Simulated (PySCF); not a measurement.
B(F)(Br)(Vi), SMILES C=CB(F)Br (C2H3BBrF), PBE0/def2-SVP optimised geometry.

```
8

B      0.71     0.34     0.00
F      2.03     0.34     0.00
Br    -0.15     2.06     0.00
C     -0.07    -1.00     0.00
C     -1.40    -1.09    -0.02
H      0.52    -1.92     0.02
H     -1.92    -2.06    -0.03
H     -2.03    -0.19    -0.04
```

Density from PySCF with PBE0/def2-TZVP at that geometry.

Minimum of the electron density along straight lines between bonded atoms, close to the bond critical point (lines longer than 1.1 times the sum of covalent radii, or with two minima, are not listed):

| bond | length / Å | ρ at the minimum / e bohr⁻³ | ∇²ρ there / e bohr⁻⁵ | position (fraction from the first atom) |
|---|---|---|---|---|
| B1–F2 | 1.319 | 0.206 | 1.30 | 0.34 |
| B1–Br3 | 1.924 | 0.134 | -0.25 | 0.30 |
| B1–C4 | 1.545 | 0.199 | -0.29 | 0.33 |
| C4–C5 | 1.341 | 0.346 | -1.06 | 0.49 |
| C4–H6 | 1.098 | 0.275 | -0.94 | 0.65 |
| C5–H7 | 1.095 | 0.280 | -0.99 | 0.65 |
| C5–H8 | 1.096 | 0.280 | -0.99 | 0.65 |
